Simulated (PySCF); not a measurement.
Question: What does the GFN2-xTB structure of InChI=1S/C6H3F3/c1-2-4-3-5(4)6(7,8)9/h1,3-4H/t4-/m1/s1 look like in three dimensions?

Answer: 
```
atom  x, y, z in Å
C1    -2.761    0.648    0.338
C2    -1.792    0.115   -0.122
C3    -0.628   -0.512   -0.672
C4     0.174   -1.485    0.159
C5     0.715   -0.312   -0.004
C6     1.807    0.638    0.250
F7     1.410    1.691    0.982
F8     2.827    0.069    0.914
F9     2.321    1.136   -0.888
H10   -3.615    1.112    0.733
H11   -0.662   -0.640   -1.751
H12    0.207   -2.459    0.580
```

Any rigid rotation of these coordinates is as good. Atoms count from 1 in this order. All 3 C–F bonds measure 1.343 to 1.344 Å. The 3-membered ring C3–C4–C5 has internal angles of 51.0° to 64.6°. The 6 C–C bonds span 1.198 Å (C1≡C2, drawn triple) to 1.513 Å (C3–C5, drawn single), a spread of 0.315 Å.

Bonds between heavy atoms (Å): C1≡C2 1.198, C2–C3 1.432, C3–C4 1.511, C4=C5 1.301, C5–C6 1.470, C6–F7 1.343, C6–F8 1.344, C6–F9 1.344, C3–C5 1.513.

Computed geometry: GFN2-xTB, gas phase.

Point group: C1 (no symmetry element, even within 0.4 Å). Whether it is a minimum is left open (no frequencies).
